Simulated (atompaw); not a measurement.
Sc (Z = 21): one change to a PAW (atompaw) potential, before and after

```json
{
 "Element": "Sc",
 "Generator": "atompaw 4.2.0.5",
 "Type": "PAW",
 "Functional": "LDA (PW92)",
 "Relativity": "scalar-relativistic",
 "Frozen core": "[Ne]",
 "Valence charge": "11",
 "Reference configuration": "3s2 3p6 3d1 4s1 4p0 (charge +1)",
 "Partial waves": "3s (bound): rc 1.70 bohr; 4s (bound): rc 0.40 bohr; 3p (bound): rc 1.95 bohr; 4p (bound, empty): rc 2.25 bohr; 3d (bound): rc 2.75 bohr; 3d channel at 0.35 Ry: rc 2.75 bohr",
 "Local potential": "bessel scheme, radius 1.85 bohr",
 "Core correction": "smooth core density matched at 2.70 bohr",
 "Augmentation charge": "sinc compensation charge, radius 2.20 bohr; PAW radius 2.75 bohr; waves and projectors: custom rrkj gramschmidtortho"
}
```

All-electron outer shells of the reference configuration (LDA (PW92), scalar-relativistic, ld1.x):

```json
{"shell": "2p", "level (eV)": "-395.12", "outermost node (bohr)": "–", "outermost maximum (bohr)": "0.23"}
{"shell": "3s", "level (eV)": "-61.79", "outermost node (bohr)": "0.42", "outermost maximum (bohr)": "0.92"}
{"shell": "3p", "level (eV)": "-40.64", "outermost node (bohr)": "0.39", "outermost maximum (bohr)": "0.97"}
{"shell": "3d", "level (eV)": "-10.23", "outermost node (bohr)": "–", "outermost maximum (bohr)": "1.08"}
{"shell": "4s", "level (eV)": "-9.95", "outermost node (bohr)": "1.32", "outermost maximum (bohr)": "2.91"}
{"shell": "4p", "level (eV)": "-6.47", "outermost node (bohr)": "1.47", "outermost maximum (bohr)": "3.51"}
```

Change: reference 3s2 3p6 3d1.5 4s1.5 4p0.

Cutoffs: the cutoffs (Ry, on a coarse ladder) from which the occupation-weighted sum of valence levels, in a spherical-Bessel basis at the reference potential, stays within 10 and 1 mRy of its value at 400 Ry; they do not see the model core or the augmentation charge, which bear on the density cutoff.

What does the change do?

The potential gets neither clearly harder nor softer (21 Ry and 40 Ry → 21 Ry and 40 Ry); both files keep a bound ghost (s).

```tsv
quantity	base	changed
cutoff, loose	21 Ry	21 Ry
cutoff, tight	40 Ry	40 Ry
bound ghosts	s	s
s: phases at 2.77 bohr within 0.05 rad from the reference energy up to (Ry; the scan ends near 5)	3.9	4.4
p: phases at 2.77 bohr within 0.05 rad from the reference energy up to (Ry; the scan ends near 5)	3.9	4.4
d: phases at 2.77 bohr within 0.05 rad from the reference energy up to (Ry; the scan ends near 5)	1.0	1.7
lowest overlap eigenvalue by channel	s 0.05, p 0.11, d 0.90	s 0.04, p 0.10, d 0.53
```

 A true bound ghost makes a file unfit for plane-wave use even where its test errors are small: the radial tests pick states by their node count and pass the ghost by. The cutoffs see the waves, projectors and local potential, not the compensation charge or the core.
